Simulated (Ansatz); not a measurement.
Molecule: CH4Al, charge 1, multiplicity 1. It need not be the lowest isomer of its formula. 
Coordinates optimised at B3LYP-D3(BJ)/def2-TZVP (Ansatz, a program for electronic structure):
SMILES: [CH3][AlH+]
```xyz
6

Al    -0.3948    -0.5491    -0.2673
C      0.6401     0.8904     0.4334
H      0.4530     0.9983     1.5051
H      0.3717     1.8232    -0.0694
H      1.7046     0.6964     0.2768
H     -1.2381    -1.7221    -0.8383
```
Charge +1, spin multiplicity 1.

Quantity: vertical triplet-singlet gap (E(triplet) - E(singlet); each state is the SCF solution reached for its spin; the molecule has degenerate orbitals, so one determinant may break the symmetry; the UHF <S^2> is 2.10 for the triplet (pure: 2.00)), in eV. Cores are frozen in the correlated levels unless marked. Open shells are spin-unrestricted. Spin-orbit coupling is left out. No relativistic terms. CBS(X,Y): correlation extrapolated as X^-3; Hartree-Fock from the larger set. [CCSD(T)-MP2]/basis is that difference in the basis named.

```json
[
 {"level": "HF/def2-QZVPPD", "program": "Ansatz", "vertical triplet-singlet gap (eV)": "5.23"},
 {"level": "RI-HF/aug-cc-pV(T+d)Z", "program": "Ansatz", "vertical triplet-singlet gap (eV)": "5.23"}
]
```

Question: Estimate the value at RI-MP2/CBS(def2-TZVPPD,def2-QZVPPD)+[CCSD(T)-MP2]/def2-TZVPPD as computed with Ansatz.

Answer: 5.90 eV
